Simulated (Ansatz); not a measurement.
Mg2Cl2⁺, 4 atoms. Hardware: 4 threads of Arm Neoverse V1 on a shared host.

Correlated methods freeze 12 core orbitals; core or outer-core shells of Mg are correlated, in sets that lack core-valence functions.

**Question.** How many basis functions does each of these Ansatz runs have, and roughly what does it cost? PBE0-D4/def2-SVP, charge 1 doublet, energy, from earlier orbitals; r2SCAN-D4/def2-TZVP, charge 1 quartet, energy, from earlier orbitals; PBE0-D4/def2-TZVP, charge 0 singlet at the geometry of the charge 1 doublet, energy, from earlier orbitals; HSE06-D4/def2-TZVP, charge 1 doublet, energy, from earlier orbitals; RPA@PBE/def2-TZVP, charge 1 doublet, energy, from earlier orbitals; LC-ωPBE/def2-TZVP, charge 1 quartet, energy, from earlier orbitals; PBE0-D4/def2-TZVP, charge 1 doublet, relaxation, 9 steps; PBE0-D4/def2-SVP, charge 1 quartet, energy with a search over starts; revPBE-D4/def2-TZVP, charge 1 quartet, energy, from earlier orbitals; CCSD(T)/def2-TZVPP, charge 1 doublet, energy, from earlier orbitals; CAM-B3LYP-D4/def2-TZVP, charge 1 quartet, energy, from earlier orbitals; PBE0-D4/def2-SVP, charge 0 singlet at the geometry of the charge 1 doublet, energy with a search over starts.

**Answer.** Other jobs shared the machine, so times can vary by a factor of up to 3. A dash marks memory too small to be measured apart from the calling script's.

| run | functions | fitting or Cholesky vectors | wall time | peak host memory (GiB) |
| --- | --- | --- | --- | --- |
| PBE0-D4/def2-SVP, charge 0 singlet at the geometry of the charge 1 doublet, energy with a search over starts | 72 | 616 | 1.1 s | – |
| PBE0-D4/def2-TZVP, charge 0 singlet at the geometry of the charge 1 doublet, energy, from earlier orbitals | 138 | 1112 | 1.6 s | – |
| PBE0-D4/def2-SVP, charge 1 doublet, energy, from earlier orbitals | 72 | 616 | 1.8 s | – |
| revPBE-D4/def2-TZVP, charge 1 quartet, energy, from earlier orbitals | 138 | 1088 | 2 s | – |
| PBE0-D4/def2-SVP, charge 1 quartet, energy with a search over starts | 72 | 608 | 2.6 s | – |
| LC-ωPBE/def2-TZVP, charge 1 quartet, energy, from earlier orbitals | 138 | 1088 | 2.9 s | – |
| HSE06-D4/def2-TZVP, charge 1 doublet, energy, from earlier orbitals | 138 | 1112 | 3 s | – |
| RPA@PBE/def2-TZVP, charge 1 doublet, energy, from earlier orbitals | 138 | 976 | 3.2 s | – |
| CAM-B3LYP-D4/def2-TZVP, charge 1 quartet, energy, from earlier orbitals | 138 | 1102 | 3.6 s | – |
| r2SCAN-D4/def2-TZVP, charge 1 quartet, energy, from earlier orbitals | 138 | 1088 | 5.5 s | – |
| PBE0-D4/def2-TZVP, charge 1 doublet, relaxation, 9 steps | 138 | 1112 | 24 s | – |
| CCSD(T)/def2-TZVPP, charge 1 doublet, energy, from earlier orbitals | 148 | 1048 | 1.9 min | 2.7 |
